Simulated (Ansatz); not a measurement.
`[CH3][GeH2][CH3]` → `[CH2][GeH2][CH3]`• + H• at 500 K and 1 bar (homolysis of the C–H bond).

Program: Ansatz. Geometries: PBE0-D4/def2-TZVP. ΔE: electronic, gas phase. CCSD(T)/CBS is the MP2 limit (def2-TZVPP, def2-QZVPP) plus CCSD(T) − MP2 in def2-TZVPP, frozen cores. This one scheme is used for every species, atoms too. No spin–orbit coupling; open shells (•) take unrestricted orbitals. Bonds to Ge are less sure, by a few kJ/mol each and by 10 to 20 or more in all where they break to atoms, as the def2 sets lack core-valence functions. Scalar relativity is left out up to krypton.

| species | CCSD(T)/CBS energy (Eh) | H − E (kJ/mol) | S (J/(mol·K)) |
| --- | --- | --- | --- |
| `[CH3][GeH2][CH3]` | -2157.04003 | 274.5 | 372.1 |
| `[CH2][GeH2][CH3]`• | -2156.36425 | 238.2 | 391.7 |
| H• | -0.50000 | 10.4 | 125.5 |

H − E and S are ideal-gas, rigid-rotor, harmonic terms from PBE0-D4/def2-TZVP, for one conformer and one mirror image of each species, with the whole ground term of open shells counted as degenerate. 1 Eh = 2625.50 kJ/mol, R = 8.31446 J/(mol·K).

Q: By hand: ΔE, ΔH, ΔS and ΔG.

A: ΔE = (-2156.36425) + (-0.50000) − (-2157.04003) = 0.17578 Eh = 461.5 kJ/mol. Δ(H − E) = 238.2 + 10.4 − 274.5 = -25.9, so ΔH = 435.6 kJ/mol. ΔS = 391.7 + 125.5 − 372.1 = 145.1 J/(mol·K). ΔG = 435.6 − 500 × (145.1)/1000 = 363.1 kJ/mol.

Q: By hand: the equilibrium constant, and the temperature at which ΔG would vanish if ΔH and ΔS stayed fixed.

A: log₁₀ K = −ΔG/(RT ln 10) = -37.9. ΔG = 0 at ΔH/ΔS = 3002 K, far beyond where these terms or the molecules hold.

The number of gas molecules changes by +1, which sets the sign of ΔS. A doubt of 5 kJ/mol in ΔE shifts log₁₀ K by 0.5 here. Other conformers and mirror images would add mixing entropy, several J/(mol·K) or more a flexible species. Modes under 60 cm⁻¹, often nearly free rotors, make the harmonic entropy too high. These are equilibria of isolated gas molecules and say nothing of rates. Largest T1 diagnostic: 0.011 (customary marks: 0.02 for closed shells, 0.045 for open ones).
